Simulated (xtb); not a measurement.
Input for xtb: GFN1-xTB on H2SSe2 (SMILES S[Se][SeH]), a point of a torsion scan.

```
$ xtb mol.xyz --gfn 1 --sp --chrg 0 --uhf 0
5

S      1.98559566    -0.29906793    -0.36194710
Se    -0.04850961    -1.21061194    -0.51600378
Se     0.27388020    -3.31849910     0.28168919
H      1.52008394     0.93156744    -0.16889878
H      0.02075732    -3.04787020     1.69507242
```

Task: Predict the final total energy.

Result: -11.4834 hartree.
